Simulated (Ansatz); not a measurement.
Cartesian coordinates in Å:
```
Cl 1.962 1.821 0.526
B 0.964 0.809 -0.520
Cl 1.236 0.864 -2.263
Cl -0.951 1.063 -0.108
B -0.963 -0.809 0.521
Cl -1.249 -0.876 2.261
Cl -1.953 -1.814 -0.540
Cl 0.955 -1.058 0.123
```

Total charge 0; spin multiplicity 1.

(1) List the PBE0/def2-TZVPP orbital energies in eV (the Gaussian-basis code of Ansatz). (Best estimate.)

Results:

(1) Computed: Occupied: -2769.31, -2769.31, -2767.89, -2767.89, -2767.89, -2767.89, -261.16, -261.16, -259.76, -259.76, -259.75, -259.75, -199.41, -199.41, -199.38, -199.38, -199.26, -199.26, -198.05, -198.05, -198.05, -198.05, -197.90, -197.90, -197.90, -197.90, -197.89, -197.88, -197.88, -197.88, -189.20, -189.20, -26.32, -24.48, -24.47, -23.84, -23.49, -23.45, -15.87, -15.38, -13.93, -13.50, -13.36, -12.41, -12.38, -11.66, -11.16, -10.50, -10.13, -10.04, -9.75, -9.74, -9.45, -9.23, -9.22, -9.06. Lowest empty: -1.64, -0.59, 0.48, 0.84, 1.42, 1.71, 1.78, 1.98.
